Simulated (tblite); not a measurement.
Species: C₆H₈NS (doublet state).
Structure used (GFN2-xTB), in Å, numbered top down from 1:
```xyz
16
C6H8NS angstrom
C     -0.715    1.784   -0.186
C     -0.599    0.379    0.420
C      0.844   -0.017    0.471
C      1.395   -1.112   -0.050
C      2.776   -1.367    0.063
N      3.901   -1.573    0.145
C     -1.488   -0.589   -0.361
S     -1.614   -2.215    0.403
H     -1.749    2.122   -0.169
H     -0.114    2.492    0.380
H     -0.367    1.782   -1.216
H     -0.962    0.421    1.456
H      1.478    0.690    0.992
H      0.831   -1.872   -0.572
H     -1.119   -0.722   -1.380
H     -2.505   -0.194   -0.409
```

Computed geometry: GFN2-xTB, gas phase. This method treats the open shell by occupation alone, without spin polarisation.

Masses are those of the commonest isotopes; rigid-rotor values at the optimised geometry. The values belong to one conformer with, in the numbering `[CH3:1][C@H:2](/[CH:3]=[CH:4]/[C:5]#[N:6])[CH2:7][S:8]`, C1–C2–C3–C4 -125°, C1–C2–C7–S8 -172°.

(1) Give the principal moments of inertia and the rotational constants in MHz.

(2) What kind of rotor is it?

(3) Is it planar, by Δ = Ic − Ia − Ib?

(4) Give the other two planar moments, Paa and Pbb, and the rms extents of the mass along the axes.

(5) List the rotational levels J(Ka,Kc) to J = 3 (cm⁻¹).

Results:

(1) Ia = 227.41, Ib = 486.08, Ic = 682.25 u·Å²; 505379 MHz·u·Å²/I gives A = 2222, B = 1040, C = 740.7 MHz.

(2) An asymmetric top: κ = (2 × 1040 − 2222 − 740.7)/(2222 − 740.7) = -0.60.

(3) Not planar: Δ = Ic − Ia − Ib = -31.24 u·Å². For a rigid frame Δ = −2 Σ m c², so Σ m c² = 15.62 u·Å² lies off the ab plane: 7.79 from hydrogen and 7.83 from heavier atoms. The atom farthest from that plane is 1.53 Å away.

(4) Paa = Σ m a² = (Ib + Ic − Ia)/2 = 470.46 and Pbb = Σ m b² = (Ia + Ic − Ib)/2 = 211.79 u·Å². With the mass M = 126.04 u, the rms extents √(P/M) along a, b and c are 1.93, 1.30, 0.35 Å.

(5) Above 0(0,0):
J = 1: 1(0,1) 0.0594, 1(1,1) 0.0988, 1(1,0) 0.1088
J = 2: 2(0,2) 0.1765, 2(1,2) 0.2076, 2(1,1) 0.2376, 2(2,1) 0.3559, 2(2,0) 0.3576
J = 3: 3(0,3) 0.3483, 3(1,3) 0.3699, 3(1,2) 0.4295, 3(2,2) 0.5341, 3(2,1) 0.5421, 3(3,1) 0.7572, 3(3,0) 0.7574

For this open shell read J as N, the rotation without spin; fine and hyperfine splittings come on top. Its GFN2-xTB frequencies are all real (lowest 64 cm⁻¹). Zero-point vibration and centrifugal distortion are left out.
